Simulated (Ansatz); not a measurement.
Complex (SMILES): F (HF) with N#C (CH-N), atoms 1 to 2 the first; geometry from B3LYP-D3(BJ)/def2-TZVP, monomers rigid:
```xyz
5

F      0.9503     0.5484    -0.1025
H      0.2877     0.3564     0.5335
C     -1.8028    -0.2520     2.5405
N     -0.9963    -0.0166     1.7661
H     -2.5562    -0.4720     3.2639
```

How fast the counterpoise-corrected interaction energy converges with the basis for several methods (Ansatz, a program for electronic structure): deviation from each method's own reference, in kcal/mol. References: CCSD(T) -7.78 kcal/mol, Hartree-Fock in aug-cc-pVQZ plus the correlation part extrapolated as X^-3 from aug-cc-pVTZ and aug-cc-pVQZ; HF -6.15 kcal/mol, the value in aug-pcseg-3; MP2 -7.99 kcal/mol, Hartree-Fock in aug-cc-pVQZ plus the correlation part extrapolated as X^-3 from aug-cc-pVTZ and aug-cc-pVQZ; PBE -8.01 kcal/mol, the value in aug-pcseg-3; wB97M-V -7.61 kcal/mol, the value in aug-pcseg-3. All functions are spherical. In correlated methods cores are frozen. No added dispersion term, no relativity. Functionals ending in -V hold VV10 correlation. 

```
basis        functions  CCSD(T)     HF   MP2    PBE  wB97M-V
-----------  ---------  -------  -----  ----  -----  -------
def2-SV(P)          46        ?   0.34  1.87   0.96     0.60
pcseg-1             52        ?   0.28  1.55   0.70     0.34
aug-cc-pVDZ         87        ?   0.21  0.81   0.14     0.02
def2-TZVP          105        ?   0.11  0.85   0.32     0.28
pcseg-2            118        ?  -0.02  0.52   0.11     0.06
aug-pcseg-2        184        ?   0.04  0.37  -0.01    -0.01
def2-QZVPP         231        ?   0.04  0.32   0.12     0.11
def2-QZVPPD        258        ?   0.02  0.22   0.01     0.02
```

Fill in the missing entries.


- def2-SV(P), CCSD(T): 2.30
- pcseg-1, CCSD(T): 1.81
- aug-cc-pVDZ, CCSD(T): 0.94
- def2-TZVP, CCSD(T): 1.02
- pcseg-2, CCSD(T): 0.62
- aug-pcseg-2, CCSD(T): 0.42
- def2-QZVPP, CCSD(T): 0.36
- def2-QZVPPD, CCSD(T): 0.24

Mean absolute deviation over def2-TZVP, pcseg-2, aug-pcseg-2: HF 0.05, wB97M-V 0.12, PBE 0.15, MP2 0.58, CCSD(T) 0.69 kcal/mol.
